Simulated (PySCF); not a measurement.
Consider 3'-(trifluoromethyl)acetophenone, `CC(=O)c1cccc(C(F)(F)F)c1` (C9H7F3O). Numbering: `[CH3:1][C:2](=[O:3])[c:4]1[cH:5][cH:6][cH:7][c:8]([C:9]([F:10])([F:11])[F:12])[cH:13]1` These are map numbers, not IUPAC locants.

Energies: ωB97X-D3(BJ)/ma-def2-SVP (PySCF, density fitting, integration grid level 2) on PBE0-D3(BJ)/ma-def2-SVP structures. The prefix ma- adds one diffuse s and one diffuse p function on all atoms but H. ωB97X-D3(BJ) is ωB97X-V with D3(BJ) in place of VV10. Zero-point and thermal terms (298.15 K, 1 bar) come from unscaled GFN2-xTB harmonic frequencies, with soft modes damped to free rotors in the entropy. These were taken at the GFN2-xTB minima.

Task: What are the vertical and the adiabatic electron affinity for forming the radical anion?

Result: 0.41 eV vertical and 0.81 eV adiabatic, the latter with zero-point energy.

Task: Where does the unpaired spin of the relaxed radical anion sit?

Result: C7 (aromatic carbon) 0.35, O3 (carbonyl oxygen) 0.23, C5 (aromatic carbon) 0.22, C2 (carbonyl-type carbon) 0.17 (intrinsic atomic orbital populations).

Task: What reduction potential follows in acetonitrile (IEF-PCM), on the absolute scale?

Result: In the gas phase −ΔG of reduction is 0.829 eV, and solvation is -29.9 kJ/mol for the parent and -205.3 kJ/mol for the product, so the absolute potential is 2.65 V. The solvent is electrostatics only, on gas-phase structures; the absolute scale refers to an electron at rest in vacuum.

Note: ma-def2-SVP is a small basis, whose errors can reach tens of kJ/mol.
